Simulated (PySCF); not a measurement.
Gas-phase reaction: Ge2H6 + 2 C3H4 (allene) ⇌ 2 GeH4 + C6H6

Method: PySCF energies plus ideal-gas RRHO corrections (1 bar). † marks an energy on the PBE0/def2-TZVP geometry and frequencies; other levels use their own. 6-31G* has spherical d functions here. All species are closed-shell singlets. B3LYP is the form with VWN-RPA correlation. Ge: all electrons, no relativistic terms. The harmonic model lacks anharmonicity and excited electronic states, which grow with temperature; levels with a mode under 35 cm⁻¹ are left out. Internal rotation in Ge2H6 is treated as a harmonic vibration of one conformer, which makes the entropy rough.

```json
[
 {"level": "B3LYP/def2-TZVP†", "ΔE electronic, kJ": "-259", "ΔH°(298 K), kJ": "-256", "ΔS°(298 K), J/K": "-82", "ΔG°(1800 K), kJ": "-85"},
 {"level": "BLYP/def2-TZVP†", "ΔE electronic, kJ": "-234", "ΔH°(298 K), kJ": "-231", "ΔS°(298 K), J/K": "-82", "ΔG°(1800 K), kJ": "-60"},
 {"level": "HF/6-31G*", "ΔE electronic, kJ": "-296", "ΔH°(298 K), kJ": "-296", "ΔS°(298 K), J/K": "-80", "ΔG°(1800 K), kJ": "-128"},
 {"level": "M06-2X/def2-TZVP†", "ΔE electronic, kJ": "-274", "ΔH°(298 K), kJ": "-271", "ΔS°(298 K), J/K": "-82", "ΔG°(1800 K), kJ": "-99"},
 {"level": "PBE/def2-SVP", "ΔE electronic, kJ": "-297", "ΔH°(298 K), kJ": "-292", "ΔS°(298 K), J/K": "-84", "ΔG°(1800 K), kJ": "-113"},
 {"level": "PBE/def2-TZVP†", "ΔE electronic, kJ": "-265", "ΔH°(298 K), kJ": "-262", "ΔS°(298 K), J/K": "-82", "ΔG°(1800 K), kJ": "-91"},
 {"level": "ωB97M-V/def2-TZVP†", "ΔE electronic, kJ": "-280", "ΔH°(298 K), kJ": "-277", "ΔS°(298 K), J/K": "-82", "ΔG°(1800 K), kJ": "-106"},
 {"level": "ωB97X-V/def2-TZVP†", "ΔE electronic, kJ": "-293", "ΔH°(298 K), kJ": "-290", "ΔS°(298 K), J/K": "-82", "ΔG°(1800 K), kJ": "-118"}
]
```
ΔH° is lowest at HF/6-31G* and highest at BLYP/def2-TZVP†. No reference value is set beside these.
